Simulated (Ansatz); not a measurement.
`[OH][Ga]([OH])[Cl]` + H₂ → `[OH][GaH][Cl]` + H₂O at 600 K and 1 bar (hydrogenolysis of a Ga–O bond).

Calculated with Ansatz (gas phase, PBE0-D4/def2-TZVP geometries, no zero-point term in ΔE). CCSD(T)/CBS is the MP2 limit (def2-TZVPP, def2-QZVPP) plus CCSD(T) − MP2 in def2-TZVPP, frozen cores. This one scheme is used for every species. For Ga outer-core shells are correlated without core-valence functions, which leaves a few kJ/mol of doubt a bond. Scalar relativity is left out up to krypton. Each species was taken in one conformer, which may not be the lowest.

| species | CCSD(T)/CBS energy (Eh) | H − E (kJ/mol) | S (J/(mol·K)) |
| --- | --- | --- | --- |
| `[OH][Ga]([OH])[Cl]` | -2535.39139 | 123.3 | 398.4 |
| H₂ | -1.17544 | 43.9 | 150.8 |
| `[OH][GaH][Cl]` | -2460.17745 | 95.8 | 354.0 |
| H₂O | -76.37941 | 76.8 | 212.8 |

H − E and S are ideal-gas, rigid-rotor, harmonic terms from PBE0-D4/def2-TZVP, for one conformer and one mirror image of each species. The MP2-based limit puts H₂ 0.8 mEh under its directly extrapolated value; such offsets cancel only in part. 1 Eh = 2625.50 kJ/mol, R = 8.31446 J/(mol·K).

By hand: ΔE, ΔH, ΔS and ΔG.

ΔE = (-2460.17745) + (-76.37941) − (-2535.39139) − (-1.17544) = 0.00997 Eh = 26.2 kJ/mol. Δ(H − E) = 95.8 + 76.8 − 123.3 − 43.9 = 5.4, so ΔH = 31.6 kJ/mol. ΔS = 354.0 + 212.8 − 398.4 − 150.8 = 17.6 J/(mol·K). ΔG = 31.6 − 600 × (17.6)/1000 = 21.0 kJ/mol.

By hand: the equilibrium constant, and the temperature at which ΔG would vanish if ΔH and ΔS stayed fixed.

log₁₀ K = −ΔG/(RT ln 10) = -1.8. ΔG = 0 at ΔH/ΔS = 1795 K, though so small a ΔS makes that figure unsure.

TΔS isn't small against ΔH here. A doubt of 5 kJ/mol in ΔE shifts log₁₀ K by 0.4 here. Other conformers and mirror images would add mixing entropy, several J/(mol·K) or more a flexible species. These are equilibria of isolated gas molecules and say nothing of rates. Largest T1 diagnostic: 0.013 (customary marks: 0.02 for closed shells, 0.045 for open ones).
